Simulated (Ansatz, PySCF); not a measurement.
Species: GeBrF₂ (charge 0, doublet). SMILES: [F][Ge]([F])[Br]
Geometry: optimised at B3LYP-D3(BJ)/def2-TZVP (Ansatz, a first-principles code).

Quantity: size of the dipole moment, in D. Conventions: LANL2DZ with its own core potentials from Na on; spin-orbit terms left out; non-relativistic; open shells spin-unrestricted; 6-31G* and kin with 6d, 5d where marked; no dispersion term unless named. Ab initio and DFT rows: single points at B3LYP-D3(BJ) geometries (Ansatz).

| level | program | size of the dipole moment (D) |
|---|---|---|
| SVWN5/6-31G* | Ansatz | 1.48 |
| PBE/STO-3G | Ansatz | 1.38 |
| PBE/3-21G | Ansatz | 1.38 |
| PBE/6-31G* with LANL2DZ past Ar | Ansatz | 1.73 |
| BLYP/6-31G* | Ansatz | 1.48 |
| BLYP/6-31G* with LANL2DZ past Ar | Ansatz | 1.72 |
| BP86/def2-SVP | PySCF | 1.64 |
| BP86/6-31G* with LANL2DZ past Ar (5d) | PySCF | 1.75 |
| B3LYP/3-21G | Ansatz | 1.68 |
| B3LYP/LANL2DZ | Ansatz | 2.50 |
| B3LYP/6-31G | Ansatz | 2.19 |
| B3LYP/6-31G* | Ansatz | 1.74 |
| B3LYP/def2-SVP | Ansatz | 1.90 |
| B3LYP/6-31G* with LANL2DZ past Ar | Ansatz | 2.01 |

No value to compare with is used here. The 14 habitual levels span 1.38 (PBE/3-21G) to 2.50 D (B3LYP/LANL2DZ).

The levels are drawn from those run, B3LYP/6-31G* more often than the rest, none by its result; left out are runs that failed, that the program found above a lower state of the same kind, or whose <S^2> lies over 0.5 above the pure value.
